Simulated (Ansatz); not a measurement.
An input meant for Bi8O18H12 (charge 0, singlet).

```yaml
crystal:
  periodic: [false, false, false]
  atoms:
    - {symbol: Bi, position_ang: [1.267041, -1.080619, 0.527689]}
    - {symbol: Bi, position_ang: [-1.253315, -0.065226, -2.540694]}
    - {symbol: Bi, position_ang: [-0.722541, 2.441716, 0.248116]}
    - {symbol: Bi, position_ang: [0.172121, -0.085814, 3.826872]}
    - {symbol: Bi, position_ang: [-1.715963, -2.971457, -0.197370]}
    - {symbol: Bi, position_ang: [2.238551, 1.117833, -1.811436]}
    - {symbol: Bi, position_ang: [2.499731, 1.885216, 2.322325]}
    - {symbol: Bi, position_ang: [1.530393, -2.308543, -3.102506]}
    - {symbol: O, position_ang: [-0.940646, -1.373921, 1.177130]}
    - {symbol: O, position_ang: [-2.613893, -0.898688, -1.016722]}
    - {symbol: O, position_ang: [0.430468, -3.330895, 0.308058]}
    - {symbol: O, position_ang: [-2.734424, -3.527478, 1.588387]}
    - {symbol: O, position_ang: [1.778080, -4.080756, -1.860874]}
    - {symbol: O, position_ang: [-0.406784, -2.100347, -2.323601]}
    - {symbol: O, position_ang: [1.393690, -1.728556, 3.121835]}
    - {symbol: O, position_ang: [0.952747, 0.181885, -3.658804]}
    - {symbol: O, position_ang: [-2.214310, 3.930857, 0.678855]}
    - {symbol: O, position_ang: [-1.727244, 2.155480, -1.775158]}
    - {symbol: O, position_ang: [0.614286, 0.746692, 1.930001]}
    - {symbol: O, position_ang: [-2.230361, 0.882731, 0.895809]}
    - {symbol: O, position_ang: [0.272871, 0.359401, -1.001434]}
    - {symbol: O, position_ang: [0.851852, 2.965838, -1.757016]}
    - {symbol: O, position_ang: [1.751803, 1.123615, 4.304564]}
    - {symbol: O, position_ang: [2.472383, -1.154257, -1.620269]}
    - {symbol: O, position_ang: [1.236024, 3.578508, 1.848915]}
    - {symbol: O, position_ang: [-1.425010, -0.224690, 1.206864]}
    - {symbol: H, position_ang: [-1.475010, -0.524690, 1.156864]}
    - {symbol: H, position_ang: [-2.684513, -0.199805, -0.300456]}
    - {symbol: H, position_ang: [0.889968, -3.768127, -0.465822]}
    - {symbol: H, position_ang: [-2.401414, -2.967454, 2.305363]}
    - {symbol: H, position_ang: [2.692987, -4.110020, -1.539264]}
    - {symbol: H, position_ang: [0.891205, -2.559567, 3.057569]}
    - {symbol: H, position_ang: [0.994295, 0.596617, -4.534172]}
    - {symbol: H, position_ang: [-2.874940, 3.898530, -0.030139]}
    - {symbol: H, position_ang: [-1.046370, 2.663466, -2.265571]}
    - {symbol: H, position_ang: [-2.979891, 1.365859, 1.276284]}
    - {symbol: H, position_ang: [1.350299, 3.796889, -1.709304]}
    - {symbol: H, position_ang: [1.064325, 4.135871, 2.623789]}
basis:
  gaussian: {orbitals: def2-SVP, fitting: {mean_field: def2-universal-jkfit}}
magnetization: {spin_polarized: true, initial_magnetization: 0}
hamiltonian: {xc: {name: PBE0}}
output: {forces: true}
```

```sh
$ ansatz run in.yaml --threads 2 --pin off --events-out ev --progress --plain --max-ram 22528MiB --backend cuda --devices 0, --max-vram 18GiB
```

It prints (some lines left out):

```
Functional definition: PBE0
3610 factors; integrals over basis functions are off by at most 1.8e-1 eV
mean field evaluation 1: about -83454.1891 eV, gradient 1.8e2 eV
mean field evaluation 2: about -80753.2235 eV, gradient 6.1e2 eV
mean field evaluation 4: about -82931.8758 eV, gradient 2.9e2 eV
mean field evaluation 8: about -83593.1928 eV, gradient 3.3e0 eV
mean field evaluation 16: about -83593.3359 eV, gradient 2.2e-1 eV
mean field evaluation 32: about -83593.2837 eV, gradient 5.8e-1 eV
mean field -83593.34114597 eV, -3071.9986255127 hartree, gradient 7.6e-6 eV, S^2 0.015433; 3 other end points of the search recorded, 0 dependent functions left out
reference -83593.34119988 eV, -3071.9986274939 hartree; 170, 170 occupied and 350, 350 virtual orbitals, 3610 factors
Total energy: -83593.34119988 eV, -3071.9986274939 hartree
Atom 0 at     1.267041    -1.080619     0.527689 Å, force     0.083870    -0.412217     0.001223 eV/Å
Atom 1 at    -1.253315    -0.065226    -2.540694 Å, force     0.280820    -0.041176     0.019738 eV/Å
Atom 2 at    -0.722541     2.441716     0.248116 Å, force     0.111643     0.455997    -0.264757 eV/Å
Atom 3 at     0.172121    -0.085814     3.826872 Å, force     0.081980    -0.000127     0.297566 eV/Å
Atom 4 at    -1.715963    -2.971457    -0.197370 Å, force     0.030309    -0.548544    -0.376571 eV/Å
Atom 5 at     2.238551     1.117833    -1.811436 Å, force     0.095120     0.079159     0.744904 eV/Å
Atom 6 at     2.499731     1.885216     2.322325 Å, force    -0.255413    -0.022835     0.005734 eV/Å
Atom 7 at     1.530393    -2.308543    -3.102506 Å, force    -0.077812     0.023281     0.184151 eV/Å
Atom 8 at    -0.940646    -1.373921     1.177130 Å, force    20.518610   -30.134976     1.553850 eV/Å
Atom 9 at    -2.613893    -0.898688    -1.016722 Å, force     0.013133     0.267584     0.617964 eV/Å
Atom 10 at     0.430468    -3.330895     0.308058 Å, force     0.158232    -0.100269    -0.203516 eV/Å
Atom 11 at    -2.734424    -3.527478     1.588387 Å, force     0.123426     0.219631     0.025254 eV/Å
Atom 12 at     1.778080    -4.080756    -1.860874 Å, force     0.175631     0.094697     0.006311 eV/Å
Atom 13 at    -0.406784    -2.100347    -2.323601 Å, force     0.093102     0.087089    -0.077948 eV/Å
Atom 14 at     1.393690    -1.728556     3.121835 Å, force    -0.173610    -0.098793    -0.198602 eV/Å
Atom 15 at     0.952747     0.181885    -3.658804 Å, force    -0.266514    -0.130689    -0.096606 eV/Å
Atom 16 at    -2.214310     3.930857     0.678855 Å, force     0.059021    -0.109562    -0.181308 eV/Å
Atom 17 at    -1.727244     2.155480    -1.775158 Å, force     0.214683     0.073070    -0.060673 eV/Å
Atom 18 at     0.614286     0.746692     1.930001 Å, force     0.830635     0.290677    -0.039622 eV/Å
Atom 19 at    -2.230361     0.882731     0.895809 Å, force    -9.592526    12.056106    -3.864097 eV/Å
Atom 20 at     0.272871     0.359401    -1.001434 Å, force    -0.112150    -0.075263    -0.109552 eV/Å
Atom 21 at     0.851852     2.965838    -1.757016 Å, force     0.001665     0.127915     0.038881 eV/Å
Atom 22 at     1.751803     1.123615     4.304564 Å, force     0.124536     0.024812    -0.405219 eV/Å
Atom 23 at     2.472383    -1.154257    -1.620269 Å, force    -0.138458    -0.061557    -0.046032 eV/Å
Atom 24 at     1.236024     3.578508     1.848915 Å, force    -0.007312     0.017178     0.059819 eV/Å
Atom 25 at    -1.425010    -0.224690     1.206864 Å, force   139.995631   739.313259   131.562026 eV/Å
Atom 26 at    -1.475010    -0.524690     1.156864 Å, force  -150.644840  -721.626058  -129.266624 eV/Å
Atom 27 at    -2.684513    -0.199805    -0.300456 Å, force    -0.273559    -0.188408    -0.689116 eV/Å
Atom 28 at     0.889968    -3.768127    -0.465822 Å, force    -0.036288     0.028360     0.100261 eV/Å
Atom 29 at    -2.401414    -2.967454     2.305363 Å, force    -0.067784    -0.153247    -0.074577 eV/Å
Atom 30 at     2.692987    -4.110020    -1.539264 Å, force    -0.174937    -0.031405    -0.069187 eV/Å
Atom 31 at     0.891205    -2.559567     3.057569 Å, force     0.115181     0.160589     0.031770 eV/Å
Atom 32 at     0.994295     0.596617    -4.534172 Å, force     0.068107    -0.020828     0.195485 eV/Å
Atom 33 at    -2.874940     3.898530    -0.030139 Å, force     0.093440     0.012840     0.143945 eV/Å
Atom 34 at    -1.046370     2.663466    -2.265571 Å, force    -0.107699    -0.049163     0.099083 eV/Å
Atom 35 at    -2.979891     1.365859     1.276284 Å, force    -1.306596     0.765364     0.491284 eV/Å
Atom 36 at     1.350299     3.796889    -1.709304 Å, force    -0.104277    -0.169949    -0.028153 eV/Å
Atom 37 at     1.064325     4.135871     2.623789 Å, force     0.070999    -0.122543    -0.127086 eV/Å
Dipole moment:     0.904555     0.273915    -1.018017 e Å
```

Task: Something in this input is off. What?

Result: One atom was put on top of another. The run converged. The result belongs to that input, not to the species as meant.
